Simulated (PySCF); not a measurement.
# Dipole response of Cl(2+) (chlorine, charge +2)

[Ne] 3s2 3p3, high-spin 4S determinant. Calculation: PySCF 2.14, in aug-cc-pwCVDZ (6s5p3d, 36 functions); the non-relativistic Hamiltonian (point nucleus). Coupled (time-dependent) response in atomic units; α is the mean over directions. A double-zeta set is small for polarisabilities.

```json
{"method": "UHF", "mean α (bohr³)": "6.023", "C₆ (like pair)": "21.65", "S(−4)": "11.58"}
{"method": "PBE", "mean α (bohr³)": "5.907", "C₆ (like pair)": "21.26", "S(−4)": "10.10"}
{"method": "PBE0", "mean α (bohr³)": "5.902", "C₆ (like pair)": "21.20", "S(−4)": "10.22"}
{"method": "PW91", "mean α (bohr³)": "5.884", "C₆ (like pair)": "21.11", "S(−4)": "10.07"}
{"method": "M06-L", "mean α (bohr³)": "5.886", "C₆ (like pair)": "21.58", "S(−4)": "9.675"}
```

S(−4) is the Cauchy moment in α(ω) = α(0) + S(−4) ω² + …

α(iu) at PW91:

```csv
u (hartree),α(iu) (bohr³)
0,5.884
0.0500,5.859
0.100,5.786
0.200,5.514
0.300,5.123
0.500,4.205
0.750,3.146
1.00,2.344
1.50,1.380
2.00,0.8944
3.00,0.4681
5.00,0.2091
```

A single London oscillator, α(iu) = α/(1 + u²/ω²), gives C₆ = (3/4) ω α². Matching the computed C₆ needs ω = 4 × 21.11 / (3 × 5.884²) = 0.813 hartree.

For an ion, C₆ is the dispersion term alone; charge-induced terms of lower order in 1/R come first.
